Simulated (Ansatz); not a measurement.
Pair of molecules: NH3 (SMILES N) (first 4 atoms) with H2Se (SMILES [SeH2]); geometry from B3LYP-D3(BJ)/def2-TZVP, rigid monomers moved along the line of their centres of mass till N1···H7 is 1.93 Å.
(charge 0, multiplicity 1):
```xyz
7

N     -0.0681    -0.1982     0.0157
H     -0.9794    -0.3057    -0.4151
H      0.3835     0.6005    -0.4148
H      0.4788    -1.0217    -0.2082
Se    -0.3629     0.1846     3.4029
H      0.9649     0.8043     3.5240
H     -0.2124     0.0320     1.9314
```

Monomers are frozen at their geometry in the pair; levels with a basis set take the counterpoise correction.

Cores are frozen in the correlated methods. Filled d and f shells under p-block atoms count as core. CBS: X⁻³ extrapolation of the correlation energy, Hartree–Fock from the larger set.

Run with Ansatz (Gaussian orbitals). Values without a source in brackets are computed.

The comparison value is -9.0 kJ/mol (CCSD(T)/CBS(aug-cc-pVDZ, aug-cc-pVTZ)). It is a level with limits of its own, not the exact answer.

**Question.** Order these levels by how close they come to the comparison value for the interaction energy, closest first: PBE0/def2-TZVPPD, CCSD(T)/aug-cc-pVTZ, CCSD(T)/aug-cc-pVDZ, wB97M-V/def2-TZVPPD. Give each level's value less the comparison value.

**Answer.** wB97M-V/def2-TZVPPD (0.4 kJ/mol), CCSD(T)/aug-cc-pVTZ (1.8 kJ/mol), PBE0/def2-TZVPPD (-3.2 kJ/mol), CCSD(T)/aug-cc-pVDZ (5.4 kJ/mol)

Ansatz is a program for electronic structure.
